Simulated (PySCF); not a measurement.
Isomers C9H13F:

A. SMILES C=C(C)[C@@]1(C(C)C)C=C1F
B. `C([C@](C=C)(F)C(C)C)#CC`
C. SMILES C(=C(/C=C)C(=C)CC)/CF

Spectrum 1. ¹³C{¹H} NMR (computed): δ 157.6 (C), 146.6 (C), 140.3 (CH), 135.2 (CH), 126.6 (CH2), 121.1 (CH2), 85.3 (CH2), 39.4 (CH2), 16.3 (CH3).

Spectrum 2. ¹³C{¹H} NMR (computed): δ 148.4 (CH), 119.9 (CH2), 94.7 (C), 93.9 (C), 84.3 (C), 41.7 (CH), 18.7 (CH3), 17.8 (CH3), 4.7 (CH3).

Spectrum 3. ¹³C{¹H} NMR (computed): δ 163.4 (C), 156.1 (C), 117.3 (CH2), 85.9 (CH), 57.4 (C), 31.8 (CH), 28.2 (CH3), 24.8 (CH3), 23.0 (CH3).

PySCF 2.14.0 with density-fitted response routines calculation with coordinates at the GFN2-xTB level and NMR shieldings at PBE0/pcSseg-1/GIAO; isolated molecule, a single conformation, equivalent nuclei averaged, no relativistic terms.

References, each an isolated molecule treated in the same way: ¹³C (σref 186.93) against TMS. Splittings of carbon signals by F and P are missing where no couplings were computed. Shifts are as computed. Against solution values, carbons near 30 ppm lie about +3 ppm off and those near 130 ppm about +5 ppm. Of 1309 compounds with measured shifts, 239 miss one by over three times the rms of a fit or turn the order of signals round; such compounds aren't used in these exercises.

**Question.** Match each spectrum to its structure.

**Answer.** 1–C, 2–B, 3–A.

- Spectrum 1 (C): 9 ¹³C signals; δC 157.6 is a fully substituted alkene carbon; δC 146.6 is a fully substituted alkene carbon.
- Spectrum 2 (B): 9 ¹³C signals; δC 148.4 is an alkene CH; δC 119.9 is a terminal =CH2 carbon.
- Spectrum 3 (A): 9 ¹³C signals; δC 163.4 is a fully substituted alkene carbon; δC 156.1 is a fully substituted alkene carbon.
